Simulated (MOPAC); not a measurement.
Input file for MOPAC: AM1 on C4H6O (a complex), monomers drawn apart or pushed together.

```
AM1 1SCF PRECISE CHARGE=0 THREADS=1
C4H6O

C      0.45952735 1    -0.10697570 1     0.24635210 1
O     -0.49701243 1     0.48403125 1     0.30112565 1
C      1.11886773 1    -0.64178968 1     3.22797832 1
C     -0.17938333 1    -0.44069664 1     3.41504230 1
C     -0.85903526 1     0.88998236 1     3.37518025 1
H      1.79743776 1     0.18144610 1     3.03353527 1
H      1.55161907 1    -1.63319417 1     3.26079520 1
H     -0.81978326 1    -1.29820697 1     3.60541377 1
H     -1.37947226 1     1.09363516 1     4.31523425 1
H     -0.14744303 1     1.69686753 1     3.19492602 1
H     -1.61459337 1     0.91849617 1     2.58450581 1
```

Output:

```
*******************************************************************************
 **                                                                           **
 **                              MOPAC v23.2.5                                **
 **                                                                           **
 *******************************************************************************
 ** MOPAC's Digital Object Identifier: https://doi.org/10.5281/zenodo.6511958 **
 **                                                                           **
 ** Please cite the open-source release paper for use of this MOPAC version:  **
 ** J. E. Moussa and J. J. P. Stewart (2026)                                  **
 ** MOPAC: An open-source semiempirical molecular orbital program             **
 ** J. Open Source Softw., 11(119), 8025, https://doi.org/10.21105/joss.08025 **
 *******************************************************************************

                              AM1 CALCULATION RESULTS

 *******************************************************************************
 *  AM1        - The AM1 Hamiltonian to be used
 *
 *
 *
 *                 CHARGE ON SYSTEM = 0
 *
 *
 *
 *  PRECISE    - TIGHTER CRITERIA TO BE USED
 *  1SCF       - DO 1 SCF AND THEN STOP
 *  THREADS=1  - MULTI-THREADING NOT USED
 *  T=         - A TIME OF 172800.0 SECONDS REQUESTED
 *  DUMP=N     - RESTART FILE WRITTEN EVERY 7200.0 SECONDS REQUESTED
 *******************************************************************************
AM1 1SCF PRECISE CHARGE=0 THREADS=1
 C4H6O

   ATOM   CHEMICAL          X               Y               Z
  NUMBER   SYMBOL      (ANGSTROMS)     (ANGSTROMS)     (ANGSTROMS)

     1       C          0.45952735  *  -0.10697570  *   0.24635210  *
     2       O         -0.49701243  *   0.48403125  *   0.30112565  *
     3       C          1.11886773  *  -0.64178968  *   3.22797832  *
     4       C         -0.17938333  *  -0.44069664  *   3.41504230  *
     5       C         -0.85903526  *   0.88998236  *   3.37518025  *
     6       H          1.79743776  *   0.18144610  *   3.03353527  *
     7       H          1.55161907  *  -1.63319417  *   3.26079520  *
     8       H         -0.81978326  *  -1.29820697  *   3.60541377  *
     9       H         -1.37947226  *   1.09363516  *   4.31523425  *
    10       H         -0.14744303  *   1.69686753  *   3.19492602  *
    11       H         -1.61459337  *   0.91849617  *   2.58450581  *



          CARTESIAN COORDINATES

    NO.       ATOM           X           Y           Z

     1         C          0.4595     -0.1070      0.2464
     2         O         -0.4970      0.4840      0.3011
     3         C          1.1189     -0.6418      3.2280
     4         C         -0.1794     -0.4407      3.4150
     5         C         -0.8590      0.8900      3.3752
     6         H          1.7974      0.1814      3.0335
     7         H          1.5516     -1.6332      3.2608
     8         H         -0.8198     -1.2982      3.6054
     9         H         -1.3795      1.0936      4.3152
    10         H         -0.1474      1.6969      3.1949
    11         H         -1.6146      0.9185      2.5845

  H: (AM1): M.J.S. DEWAR ET AL, J. AM. CHEM. SOC. 107 3902-3909 (1985)
  C: (AM1): M.J.S. DEWAR ET AL, J. AM. CHEM. SOC. 107 3902-3909 (1985)
  O: (AM1): M.J.S. DEWAR ET AL, J. AM. CHEM. SOC. 107 3902-3909 (1985)

           Empirical Formula: C4 H6 O  =    11 atoms



      MOLECULAR POINT GROUP   :   C1


      RHF CALCULATION, NO. OF DOUBLY OCCUPIED LEVELS = 14


 -------------------------------------------------------------------------------
 AM1 1SCF PRECISE CHARGE=0 THREADS=1
 C4H6O



     1SCF WAS SPECIFIED, SO BFGS WAS NOT USED
     SCF FIELD WAS ACHIEVED


                              AM1 CALCULATION
                                                       MOPAC v23.2.5 Linux




          FINAL HEAT OF FORMATION =          6.87371 KCAL/MOL =      28.75962 KJ/MOL


          COSMO AREA              =        125.61 SQUARE ANGSTROMS
          COSMO VOLUME            =        113.16 CUBIC ANGSTROMS

          IONIZATION POTENTIAL    =         10.155795 EV
          HOMO LUMO ENERGIES (EV) =        -10.156  1.236
          NO. OF FILLED LEVELS    =         14
          MOLECULAR WEIGHT        =         70.0908         POINT GROUP:  C1

          MOLECULAR DIMENSIONS (Angstroms)

            Atom       Atom       Distance
            H     9    C     1     4.62376
            H     7    O     2     3.98770
            H     8    H     6     2.78846


          SCF CALCULATIONS        =          1





   ATOM   CHEMICAL          X               Y               Z
  NUMBER   SYMBOL      (ANGSTROMS)     (ANGSTROMS)     (ANGSTROMS)

     1       C          0.45952735  *  -0.10697570  *   0.24635210  *
     2       O         -0.49701243  *   0.48403125  *   0.30112565  *
     3       C          1.11886773  *  -0.64178968  *   3.22797832  *
     4       C         -0.17938333  *  -0.44069664  *   3.41504230  *
     5       C         -0.85903526  *   0.88998236  *   3.37518025  *
     6       H          1.79743776  *   0.18144610  *   3.03353527  *
     7       H          1.55161907  *  -1.63319417  *   3.26079520  *
     8       H         -0.81978326  *  -1.29820697  *   3.60541377  *
     9       H         -1.37947226  *   1.09363516  *   4.31523425  *
    10       H         -0.14744303  *   1.69686753  *   3.19492602  *
    11       H         -1.61459337  *   0.91849617  *   2.58450581  *

                             CARTESIAN COORDINATES

   1    C        0.459527350    -0.106975700     0.246352100
   2    O       -0.497012430     0.484031250     0.301125650
   3    C        1.118867730    -0.641789680     3.227978320
   4    C       -0.179383330    -0.440696640     3.415042300
   5    C       -0.859035260     0.889982360     3.375180250
   6    H        1.797437760     0.181446100     3.033535270
   7    H        1.551619070    -1.633194170     3.260795200
   8    H       -0.819783260    -1.298206970     3.605413770
   9    H       -1.379472260     1.093635160     4.315234250
  10    H       -0.147443030     1.696867530     3.194926020
  11    H       -1.614593370     0.918496170     2.584505810


           Empirical Formula: C4 H6 O  =    11 atoms



      MOLECULAR POINT GROUP   :   C1


                  EIGENVALUES
 -42.35696 -35.24127 -28.22080 -21.98548 -20.72283 -16.85216 -16.82092 -16.10989
 -14.47043 -14.08717 -12.97921 -12.77532 -11.97838 -10.15579   1.23587   1.36205
   1.41432   3.95508   4.27192   4.53807   4.60466   5.02504   5.07305   5.50978
   5.63451   5.81369


              NET ATOMIC CHARGES AND DIPOLE CONTRIBUTIONS

  ATOM NO.   TYPE          CHARGE      No. of ELECS.   s-Pop       p-Pop
    1          C           0.166850        3.8332     1.81695     2.01620
    2          O          -0.169104        6.1691     1.87561     4.29349
    3          C          -0.220103        4.2201     1.24081     2.97929
    4          C          -0.173319        4.1733     1.22808     2.94524
    5          C          -0.188241        4.1882     1.20651     2.98173
    6          H           0.109821        0.8902     0.89018
    7          H           0.115857        0.8841     0.88414
    8          H           0.115381        0.8846     0.88462
    9          H           0.082646        0.9174     0.91735
   10          H           0.074992        0.9250     0.92501
   11          H           0.085221        0.9148     0.91478
 DIPOLE           X         Y         Z       TOTAL
 POINT-CHG.     0.611    -0.349    -0.020     0.704
 HYBRID        -0.934     0.545     0.095     1.086
 SUM           -0.323     0.195     0.075     0.385


          ATOMIC ORBITAL ELECTRON POPULATIONS

     Atom    s        px        py        pz
    1  C   1.81695   0.84668   0.64573   0.52380
    2  O   1.87561   1.37583   1.43800   1.47966
    3  C   1.24081   0.95262   1.01921   1.00746
    4  C   1.22808   0.96037   0.98082   1.00405
    5  C   1.20651   1.00617   0.94936   1.02620
    6  H   0.89018
    7  H   0.88414
    8  H   0.88462
    9  H   0.91735
   10  H   0.92501
   11  H   0.91478

 **********************
 *                    *
 * JOB ENDED NORMALLY *
 *                    *
 **********************




 == MOPAC DONE ==
```

The run finished.

Cost: around 0.03 core-seconds (rough).
